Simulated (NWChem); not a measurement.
## silylphosphine (H5PSi) in NWChem

```xyz
7

Si    -1.0750     0.0955     0.2241
P      1.1290    -0.0772    -0.3490
H     -1.8516    -0.8869    -0.6096
H     -1.5361     1.4869    -0.1148
H     -1.3593    -0.1700     1.6789
H      1.2981    -1.3190     0.3647
H      1.5638     0.7099     0.7785
```
Charge 0, spin multiplicity 1.

All runs are NWChem calculations. Structure: optimised with PBE/def2-SVP, a minimum by its harmonic frequencies.

Symmetry labels belong to the abelian group C1 used in the runs, with the axes of the coordinates shown; states degenerate in a higher group split over its labels.

B3LYP has NWChem's definition, with VWN1-RPA local correlation.

Question: List the lowest 3 singlet excitations that TD-B3LYP/aug-cc-pVDZ, VWN1-RPA local correlation gives, with oscillator strengths.

Answer: 
| state | symmetry | energy (eV) | wavelength (nm) | f |
|---|---|---|---|---|
| 1 | a | 6.04 | 205 | 0.042 |
| 2 | a | 6.42 | 193 | 0.201 |
| 3 | a | 6.50 | 191 | 0.017 |
